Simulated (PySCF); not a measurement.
Diagnose this run.

A core-ionisation job on C2H5AlFN, SMILES `CC#[N+][AlH2-][F]`. The calculation used delta-SCF UKS HF, pcX-2 on the ionised atom, pcseg-1 elsewhere, spin-free X2C in PySCF.

Driver input (Å, PBE0-D3(BJ)/def2-SVP geometry):

```
{"job": {"kind": "xps", "xc": "HF"}, "charge": 0, "multiplicity": 1}
C     -2.1889     0.1352    -0.1826
C     -0.7506     0.0566    -0.0671
N      0.3944    -0.0111     0.0263
Al     2.4291    -0.1129     0.1876
F      2.5326    -1.6098     0.9593
H     -2.5305     1.1393     0.1071
H     -2.6513    -0.6086     0.4822
H     -2.4906    -0.0682    -1.2199
H      2.6884     1.1606     1.1134
H      2.8210    -0.1038    -1.3592
```

Output:

```
ground state, core basis on atom 0 (C), 130 functions
  cycle   1  E = -474.88436844  |g| = 6.87e-01
  cycle   2  E = -474.97056094  |g| = 4.85e-01
  cycle   3  E = -475.01363924  |g| = 7.83e-02
  cycle   4  E = -475.01551596  |g| = 4.19e-02
  cycle   5  E = -475.01590998  |g| = 7.21e-03
  cycle   6  E = -475.01592827  |g| = 2.94e-03
  cycle   7  E = -475.01593116  |g| = 6.30e-04
  cycle   8  E = -475.01593129  |g| = 9.93e-05
  E(ground) = -475.01593129 Eh
hole in C 1s of atom 0
  cycle   1  E = -463.67665880  |g| = 1.49e+00
  cycle   2  E = -464.03890347  |g| = 7.10e-01
  cycle   3  E = -464.19996697  |g| = 1.50e-01
  cycle   4  E = -464.20724048  |g| = 7.45e-02
  cycle   5  E = -464.20965833  |g| = 1.61e-02
  cycle   6  E = -464.21006315  |g| = 9.33e-03
  cycle   7  E = -464.21027809  |g| = 3.79e-03
  cycle   8  E = -464.21032001  |g| = 2.61e-03
  cycle   9  E = -464.21034000  |g| = 2.48e-03
  cycle  10  E = -464.21035940  |g| = 2.40e-03
  cycle  11  E = -464.21046560  |g| = 1.98e-03
  cycle  12  E = -464.21063236  |g| = 8.26e-04
  cycle  13  E = -464.21063455  |g| = 2.63e-04
  E(ion) = -464.21063455 Eh   <S^2> = 0.8190   hole on atom = 1.000   binding energy = 294.027 eV
ground state, core basis on atom 1 (C), 130 functions
  cycle   1  E = -475.02347986  |g| = 3.21e-02
  cycle   2  E = -475.02360965  |g| = 5.88e-03
  cycle   3  E = -475.02361583  |g| = 4.08e-03
  cycle   4  E = -475.02361913  |g| = 7.04e-04
  cycle   5  E = -475.02361928  |g| = 2.34e-04
  E(ground) = -475.02361928 Eh
hole in C 1s of atom 1
  cycle   1  E = -463.64927912  |g| = 1.48e+00
  cycle   2  E = -463.81381670  |g| = 1.02e+00
  cycle   3  E = -464.14576359  |g| = 2.86e-01
  cycle   4  E = -464.17742948  |g| = 7.57e-02
  cycle   5  E = -464.18107717  |g| = 3.19e-02
  cycle   6  E = -464.18378446  |g| = 3.02e-02
  cycle   7  E = -464.18600408  |g| = 3.00e-02
  cycle   8  E = -464.18765383  |g| = 2.98e-02
  cycle   9  E = -464.20073588  |g| = 1.51e-02
  cycle  10  E = -464.19941642  |g| = 2.50e-02
  cycle  11  E = -464.19908007  |g| = 1.90e-02
  cycle  12  E = -464.20170631  |g| = 1.10e-03
  cycle  13  E = -464.20170767  |g| = 5.34e-04
  cycle  14  E = -464.20170581  |g| = 7.76e-04
  cycle  15  E = -464.20170873  |g| = 1.05e-04
  E(ion) = -464.20170873 Eh   <S^2> = 1.3914   hole on atom = 1.000   binding energy = 294.479 eV
ground state, core basis on atom 2 (N), 130 functions
  cycle   1  E = -475.03214641  |g| = 3.44e-02
  cycle   2  E = -475.03225618  |g| = 1.66e-02
  cycle   3  E = -475.03230332  |g| = 7.29e-03
  cycle   4  E = -475.03231419  |g| = 3.74e-04
  E(ground) = -475.03231419 Eh
hole in N 1s of atom 2
  cycle   1  E = -459.37643953  |g| = 1.83e+00
  cycle   2  E = -459.68030001  |g| = 1.17e+00
  cycle   3  E = -460.05524184  |g| = 1.94e-01
  cycle   4  E = -460.06928289  |g| = 4.85e-02
  cycle   5  E = -460.07086113  |g| = 2.37e-02
  cycle   6  E = -460.07233934  |g| = 1.71e-02
  cycle   7  E = -460.07357240  |g| = 1.15e-02
  cycle   8  E = -460.07417152  |g| = 5.79e-03
  cycle   9  E = -460.07425507  |g| = 1.21e-03
  cycle  10  E = -460.07425741  |g| = 5.18e-04
  cycle  11  E = -460.07425788  |g| = 2.20e-04
  E(ion) = -460.07425788 Eh   <S^2> = 0.8848   hole on atom = 1.000   binding energy = 407.029 eV
ground state, core basis on atom 3 (Al), 141 functions
  cycle   1  E = -475.06676712  |g| = 7.02e-02
  cycle   2  E = -475.06710704  |g| = 1.76e-02
  cycle   3  E = -475.06714051  |g| = 1.29e-02
  cycle   4  E = -475.06717509  |g| = 1.13e-03
  cycle   5  E = -475.06717554  |g| = 2.95e-04
  E(ground) = -475.06717554 Eh
hole in Al 1s of atom 3
  cycle   1  E = -416.51111130  |g| = 3.96e+00
  cycle   2  E = -417.41036569  |g| = 9.44e-01
  cycle   3  E = -417.48163128  |g| = 1.03e-01
  cycle   4  E = -417.48359330  |g| = 6.40e-02
  cycle   5  E = -417.48514884  |g| = 6.88e-03
  cycle   6  E = -417.48517756  |g| = 3.79e-03
  cycle   7  E = -417.48518723  |g| = 1.40e-03
  cycle   8  E = -417.48519128  |g| = 7.25e-04
  cycle   9  E = -417.48519275  |g| = 2.94e-04
  E(ion) = -417.48519275 Eh   <S^2> = 0.7538   hole on atom = 1.000   binding energy = 1566.886 eV
hole in Al 2p of atom 3
  cycle   1  E = -471.90425437  |g| = 1.06e+00
  cycle   2  E = -472.14165044  |g| = 3.31e-01
  cycle   3  E = -472.15701535  |g| = 6.96e-02
  cycle   4  E = -472.15851900  |g| = 3.30e-02
  cycle   5  E = -472.15897601  |g| = 4.86e-03
  cycle   6  E = -472.15899650  |g| = 2.79e-03
  cycle   7  E = -472.15900415  |g| = 1.26e-03
  cycle   8  E = -472.15900780  |g| = 7.12e-04
  cycle   9  E = -472.15900935  |g| = 5.01e-04
  cycle  10  E = -472.15901038  |g| = 3.98e-04
  E(ion) = -472.15901038 Eh   <S^2> = 0.7534   hole on atom = 1.003   binding energy = 79.135 eV
  2p3/2 = 78.962 eV   2p1/2 = 79.364 eV
ground state, core basis on atom 4 (F), 130 functions
  cycle   1  E = -475.06905045  |g| = 3.76e-02
  cycle   2  E = -475.06912933  |g| = 7.82e-03
  cycle   3  E = -475.06913547  |g| = 4.84e-03
  cycle   4  E = -475.06913924  |g| = 6.08e-04
  cycle   5  E = -475.06913934  |g| = 3.04e-04
  E(ground) = -475.06913934 Eh
hole in F 1s of atom 4
  cycle   1  E = -448.85453870  |g| = 2.56e+00
  cycle   2  E = -449.52993335  |g| = 1.15e+00
  cycle   3  E = -449.73970606  |g| = 7.40e-02
  cycle   4  E = -449.74100283  |g| = 2.01e-02
  cycle   5  E = -449.74116021  |g| = 1.28e-02
  cycle   6  E = -449.74124500  |g| = 3.52e-03
  cycle   7  E = -449.74125350  |g| = 4.74e-04
  E(ion) = -449.74125350 Eh   <S^2> = 0.7605   hole on atom = 1.000   binding energy = 689.207 eV
```

The program numbers atoms from 0. The 2p3/2 and 2p1/2 values come from a spin–orbit splitting computed afterwards; their 2:1 mean is the average over the three 2p orbitals and can differ from the one hole solved. The Al 2p split of this scheme isn't reliable.

Do all binding energies of this run deserve the same trust?

No. Every hole passed the driver's convergence checks (|g| < 5e-4, core orbital emptied to over 0.9), but ⟨S²⟩ is 1.391 for C1s on atom 1 and 0.885 for N1s on atom 2, against 0.75 for a pure doublet, so the unrestricted ion state holds higher spin components.

How can it be mended?

Recompute such holes with a restricted open-shell or spin-projected scheme and compare; until then these binding energies are doubtful.
